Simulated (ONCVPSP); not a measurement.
# N: excitation energies, all-electron against ONCV

ONCVPSP 4.0.1 input, shortened (lines: element, Z, core and valence counts, functional; n l f; lmax; l rc ep ncon nbas qcut; lloc lpopt rc5 dvloc0; l nproj debl; icmod fcfact rcfact), LDA (Perdew-Zunger), scalar-relativistic:

```
  N 7.00    1    2        3      upf
    1    0    2.00
    2    0    2.00
    2    1    2.50
    2
    0    0.90    0.00    5   10    7.50
    1    1.80    0.00    3    7    7.10
    2    1.70    0.06    3    8    5.30
    4    1    0.70    0.00
    0    2    1.00
    1    2    2.80
    2    2    2.60
    3    3.75    1.65
```

Energies are relative to the spin-unpolarised reference configuration 2s2 2p2.5; without spin polarisation the order of configurations can differ from experiment.

```
valence configuration  charge  ΔE all-electron (eV)  error AE − PS (meV)
              2s2 2p3       0                -5.167                 +8.0
              2s2 2p2      +1                 8.565                  +16
              2s2 2p1      +2                37.535                 +268
              2s2 2p0      +3                84.700                +1178
```

Note: no bound ghost flagged; GHOST(+) flagged for d at 119.5 eV.
